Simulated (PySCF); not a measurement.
Isomers of C4H6N2O. Method used: TDDFT PBE0/def2-SVPD, vertical, gas phase, core orbitals frozen in the response (PySCF). Geometries: GFN2-xTB; one conformer of each isolated species. Triplets are in the Tamm–Dancoff approximation.

A. `CNc1cnco1`
B. `C=NCOCC#N`
C. `[H]/N=C/C=C/NC=O`

Lowest singlet levels (six at most, fewer where fewer were computed) with oscillator strengths:

1. 236 nm (f 0.008); 227 nm (f 0.236); 204 nm (f 0.017); 201 nm (f 0.003); 188 nm (f 0.006); 184 nm (f 0.083); T1 3.81 eV
2. 275 nm (f 0.001); 244 nm (f 0.000); 241 nm (f 0.823); 203 nm (f 0.000); 188 nm (f 0.006); 182 nm (f 0.000); T1 3.12 eV
3. 247 nm (f 0.001); 198 nm (f 0.004); 175 nm (f 0.002); 175 nm (f 0.001); 174 nm (f 0.005); 169 nm (f 0.038); T1 4.21 eV

**Question.** Match each spectrum to its molecule.

**Answer.** 1 = A, 2 = C, 3 = B.
- A: S1 at 5.26 eV, HOMO→LUMO+1 (91%); Löwdin shares by element: HOMO carbon 54% or more, nitrogen 24% or more (atoms not listed hold the other 22%); LUMO carbon 38% or more, nitrogen 20% or more, oxygen 18% (atoms not listed hold the other 23%); HOMO -5.87 and LUMO 0.35 eV.
- B: S1 at 5.01 eV, HOMO→LUMO (91%); Löwdin shares by element: HOMO nitrogen 54% or more, carbon 21% or more, oxygen 11%; LUMO carbon 38% or more, nitrogen 27% or more, hydrogen 6% or more (atoms not listed hold the other 29%); HOMO -7.57 and LUMO -0.61 eV.
- C: S1 at 4.50 eV, HOMO-1→LUMO (94%); Löwdin shares by element: HOMO carbon 41% or more, nitrogen 35% (atoms not listed hold the other 24%); LUMO carbon 45% or more, nitrogen 18% or more (atoms not listed hold the other 37%); HOMO -7.00 and LUMO -1.53 eV; point group Cs, 3 of its 6 listed states under f = 0.0005.
